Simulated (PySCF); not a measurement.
## Stretching BeS⁺

Set-up: basis Be pcseg-1, S pcseg-1; no relativity; PySCF 2.14. Energies in eV from Be⁺ + S in their ground configurations at the same level. State: ²Π (doublet), unpaired electrons π ↑.

All columns are PBE0. A positive dipole points towards S; it is taken about the centre of mass and depends on that origin.

```json
{"R (Å)": "1.593", "E (eV)": "-2.140", "μ (D)": "-6.56", "Mulliken charge on Be (basis-dependent)": "0.88", "HOMO (eV)": "-14.89", "LUMO (eV)": "-12.16", "Mayer bond order": "1.64", "⟨S²⟩": "0.75"}
{"R (Å)": "1.667", "E (eV)": "-2.658", "μ (D)": "-6.90", "Mulliken charge on Be (basis-dependent)": "0.91", "HOMO (eV)": "-14.61", "LUMO (eV)": "-11.89", "Mayer bond order": "1.59", "⟨S²⟩": "0.75"}
{"R (Å)": "1.741", "E (eV)": "-2.945", "μ (D)": "-7.24", "Mulliken charge on Be (basis-dependent)": "0.93", "HOMO (eV)": "-14.35", "LUMO (eV)": "-11.65", "Mayer bond order": "1.55", "⟨S²⟩": "0.75"}
{"R (Å)": "1.796", "E (eV)": "-3.047", "μ (D)": "-7.49", "Mulliken charge on Be (basis-dependent)": "0.94", "HOMO (eV)": "-14.17", "LUMO (eV)": "-11.48", "Mayer bond order": "1.52", "⟨S²⟩": "0.75"}
{"R (Å)": "1.852", "E (eV)": "-3.075", "μ (D)": "-7.72", "Mulliken charge on Be (basis-dependent)": "0.96", "HOMO (eV)": "-14.00", "LUMO (eV)": "-11.32", "Mayer bond order": "1.50", "⟨S²⟩": "0.75"}
{"R (Å)": "1.908", "E (eV)": "-3.045", "μ (D)": "-7.95", "Mulliken charge on Be (basis-dependent)": "0.97", "HOMO (eV)": "-13.84", "LUMO (eV)": "-11.17", "Mayer bond order": "1.47", "⟨S²⟩": "0.75"}
{"R (Å)": "1.982", "E (eV)": "-2.937", "μ (D)": "-8.23", "Mulliken charge on Be (basis-dependent)": "0.98", "HOMO (eV)": "-13.65", "LUMO (eV)": "-10.98", "Mayer bond order": "1.43", "⟨S²⟩": "0.76"}
{"R (Å)": "2.074", "E (eV)": "-2.728", "μ (D)": "-8.54", "Mulliken charge on Be (basis-dependent)": "0.99", "HOMO (eV)": "-13.44", "LUMO (eV)": "-10.77", "Mayer bond order": "1.39", "⟨S²⟩": "0.76"}
{"R (Å)": "2.185", "E (eV)": "-2.412", "μ (D)": "-8.86", "Mulliken charge on Be (basis-dependent)": "0.99", "HOMO (eV)": "-13.23", "LUMO (eV)": "-10.79", "Mayer bond order": "1.33", "⟨S²⟩": "0.76"}
{"R (Å)": "2.333", "E (eV)": "-1.952", "μ (D)": "-9.15", "Mulliken charge on Be (basis-dependent)": "0.97", "HOMO (eV)": "-13.02", "LUMO (eV)": "-10.97", "Mayer bond order": "1.25", "⟨S²⟩": "0.78"}
```

A fit through these points gives, at Re = 1.848 Å, μ = -7.71 D and dμ/dR = -4.17 D/Å; the reduced mass is 7.03 u.

Task: How strong is the fundamental in the double-harmonic approximation, I = 42.26·(dμ/dR)²/μred km/mol?

Result: I = 42.26·(-4.17)²/7.03 = 105 km/mol at PBE0.

For an ion De counts to the pair picked by the measured ionisation energies or electron affinities, which need not be the lowest pair at this level. The state was picked by a PBE0 search and need not be the measured ground state.
